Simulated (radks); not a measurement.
The tellurium anion Te2-, [Xe], held by a Watson sphere: a shell of charge +1.99 at radius R that stands for the Madelung well of a crystal (potential energy -1.99/R inside, -1.99/r outside, in hartree with lengths in bohr). All-electron calculation, scalar-relativistic Kohn-Sham, PBE, spin-unpolarised, spherical densities, point nucleus. Program: a radial shooting solver on a logarithmic mesh with Libxc functionals. Response by self-consistent Sternheimer equations with the Hartree and adiabatic LDA kernel, the relativistic mass of each level held fixed and spin-orbit coupling left out. The sphere does not respond.

| R (bohr) | e(4d) (eV) | e(5s) (eV) | e(5p) (eV) | <r> 5p (bohr) | sum of <r^2> (bohr^2) | X-ray form factor at sin(theta)/lambda = 0.3 1/angstrom | alpha (bohr^3) |
|---|---|---|---|---|---|---|---|
| 2.83 | -40.221 | -15.361 | -6.773 | 2.716 | 80.64 | 35.949 | 50.09 |
| 3.21 | -39.748 | -14.599 | -6.226 | 2.811 | 84.75 | 35.990 | 59.83 |
| 3.29 | -39.661 | -14.451 | -6.109 | 2.830 | 85.60 | 35.997 | 62.13 |
| 3.53 | -39.412 | -14.033 | -5.762 | 2.886 | 88.10 | 36.017 | 69.58 |
| 3.56 | -39.382 | -13.983 | -5.719 | 2.892 | 88.41 | 36.019 | 70.57 |
| 5.1 | -38.012 | -12.011 | -3.803 | 3.174 | 102.9 | 36.064 | 141.3 |
| 5.66 | -37.594 | -11.505 | -3.264 | 3.253 | 107.7 | 36.068 | 179.5 |
